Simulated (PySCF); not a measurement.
A structure optimised at B3LYP-D3(BJ)/def2-SVP, used in a PySCF frequency run:

```
B
H 1 1.1980
Se 1 1.9362 2 120.29
H 3 1.4748 1 95.05 2 0.00
Se 1 1.9362 2 120.29 4 180.00
H 5 1.4748 1 95.05 2 0.00
```

Q: Write its SMILES, formula and point group.

A: [SeH]B[SeH], BH3Se2, C2v

Q: What are its rotational constants (standard atomic weights)?

A: 30.342, 1.1125, 1.0731 GHz
